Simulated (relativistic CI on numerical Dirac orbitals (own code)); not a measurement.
**What each ingredient does to the levels of Lu XXIV**

Base calculation: Dirac-Coulomb-Breit CI, separate exchange-only KLI orbitals for each configuration, model QED (radiative potential, 1s self-energy scaled to tabulated hydrogen-like ionisation energies), unscaled Slater integrals.

Configuration list (outside the closed core [Ar] 3d10): 4s2 4p6 4d10 4f2, 4s2 4p6 4d10 4f 5s, 4s2 4p6 4d9 4f3, 4s2 4p6 4d10 5s2, 4s2 4p6 4d10 4f 5p, 4s2 4p6 4d10 5s 5p, 4s2 4p6 4d10 5p2, 4s2 4p6 4d10 4f 5d, 4s2 4p6 4d10 5s 5d, 4s2 4p5 4d10 4f3, 4s2 4p6 4d10 5p 5d, 4s2 4p6 4d9 4f 5s2, 4s2 4p6 4d9 4f2 5s, 4s2 4p6 4d10 4f 5f, 4s 4p6 4d10 4f3, 4s2 4p6 4d9 4f 5s 5p. Levels of other configurations are missing.

The lowest level and the first level of each name with at least 55 % of one term (blank where a level has no safe partner in the second run):

| Level | Base (cm⁻¹) | Shift (cm⁻¹) |
| --- | --- | --- |
| 4s2 4p6 4d10 4f2 3H_4 | 0 | 0 |
| 4s2 4p6 4d10 4f2 3F_2 | 16978 | +1 |
| 4s2 4p6 4d10 4f2 3H_5 | 18066 | 0 |
| 4s2 4p6 4d10 4f2 3F_3 | 30295 | +1 |
| 4s2 4p6 4d10 4f2 3H_6 | 34200 | 0 |
| 4s2 4p6 4d10 4f2 1D_2 | 61483 | +3 |
| 4s2 4p6 4d10 4f2 3P_0 | 67808 | +3 |
| 4s2 4p6 4d10 4f2 3P_1 | 75370 | +3 |
| 4s2 4p6 4d10 4f2 1I_6 | 75529 | +1 |
| 4s2 4p6 4d10 4f2 3P_2 | 88214 | +3 |
| 4s2 4p6 4d10 4f2 1S_0 | 161250 | +7 |
| 4s2 4p6 4d10 4f 5s 3F°_2 | 719177 | +11095 |
| 4s2 4p6 4d10 4f 5s 3F°_3 | 722010 | +11096 |
| 4s2 4p6 4d10 4f 5s 3F°_4 | 740253 | +11095 |

At this charge transitions that keep the count of f electrons are usually good to a few per cent. Terms inside the open d or f shell come out 10 to 20 % too wide with unscaled integrals. Levels that differ in their count of f electrons can be misplaced by several ten thousand cm⁻¹, since the correlation energy of f electrons is missing or only estimated; rates across such gaps can be off by orders of magnitude.

(1) One thing was changed in a second run, which moved the levels as shown. Which?
A. Breit term removed
B. configuration mixing switched off
C. P86 correlation estimate
D. QED terms removed

Results:

(1) C. P86 correlation estimate. A correlation estimate moves all levels of a configuration together before mixing; mixed levels move by a weighted share.

LS names give the leading component of a level, which can be under half, so a name can repeat, a term be missing and a line seem to break the LS rules.
